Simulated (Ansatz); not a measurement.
The lowest singlet and triplet of ClGa (SMILES [Cl][Ga]); geometries from B3LYP-D3(BJ)/def2-TZVP, each state relaxed from the structure named, with no frequency check.
Singlet (charge 0, multiplicity 1):
```xyz
2

Cl     0.00000     0.00000    -1.44595
Ga     0.00000     0.00000     0.79294
```
Triplet (charge 0, multiplicity 3):
```json
[
 {"atom": "Cl", "x (Å)": "0.0000", "y (Å)": "0.0000", "z (Å)": "-1.4187"},
 {"atom": "Ga", "x (Å)": "0.0000", "y (Å)": "0.0000", "z (Å)": "0.7780"}
]
```

A positive gap puts the triplet lower; no zero-point energy. R- takes a restricted singlet. U- takes an unrestricted singlet (broken symmetry where lower, unprojected). The triplet is unrestricted in single-reference levels. Active spaces average the two states.

Cores are frozen in the correlated methods. Filled d and f shells under p-block atoms count as core.

The values were computed with Ansatz (a first-principles code) with Gaussian orbitals. Each number belongs to the level named beside it.

```json
[
 {"level": "R-HF/def2-SVP", "gap E(singlet) − E(triplet), adiabatic (kJ/mol)": "-257.6"},
 {"level": "U-SVWN5/def2-TZVPP", "gap E(singlet) − E(triplet), adiabatic (kJ/mol)": "-360.0"},
 {"level": "U-B3LYP/def2-TZVPP", "gap E(singlet) − E(triplet), adiabatic (kJ/mol)": "-355.3"},
 {"level": "R-MP2/def2-SVP", "gap E(singlet) − E(triplet), adiabatic (kJ/mol)": "…"},
 {"level": "R-SCS-MP2/def2-SVP", "gap E(singlet) − E(triplet), adiabatic (kJ/mol)": "-317.5"},
 {"level": "R-CCSD/def2-TZVPP", "gap E(singlet) − E(triplet), adiabatic (kJ/mol)": "-321.9"},
 {"level": "R-CCSD(T)/def2-TZVPP", "gap E(singlet) − E(triplet), adiabatic (kJ/mol)": "-323.2"},
 {"level": "FIC-NEVPT4(SD) on SA-CASSCF(2,3)/def2-QZVPP", "gap E(singlet) − E(triplet), adiabatic (kJ/mol)": "-327.6"},
 {"level": "FIC-MRCISD+Q on SA-CASSCF(2,3)/def2-QZVPP", "gap E(singlet) − E(triplet), adiabatic (kJ/mol)": "-326.7"}
]
```

Problem. Some entries are withheld; supply them.

Solution. 
- R-MP2/def2-SVP, gap E(singlet) − E(triplet), adiabatic (kJ/mol): -306.0
